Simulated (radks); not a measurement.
The numbers below are computed, except where a source is named.
All-electron atom: Tb3+ in [Xe] 4f7 6p1 (not the ground configuration). Level of theory: scalar-relativistic Kohn-Sham, PBEsol, spin-polarised, spherical densities, finite nucleus; open shells are filled with parallel spins first (spin-orbit coupling, left out, can overturn this in heavy ions); Fermi nuclear charge, rms radius 5.06 fm (a radial shooting solver on a logarithmic mesh with Libxc functionals).

X-ray form factor f0, the Fourier transform of the density (f0(0) = 62):

sin(theta)/lambda (1/angstrom),f0 (electrons)
0.05,61.203
0.1,59.118
0.15,56.325
0.2,53.233
0.25,50.035
0.3,46.858
0.4,41.010
0.5,36.147
0.6,32.148
0.8,25.888
1,21.399
1.25,17.765
1.5,15.425
2,11.851
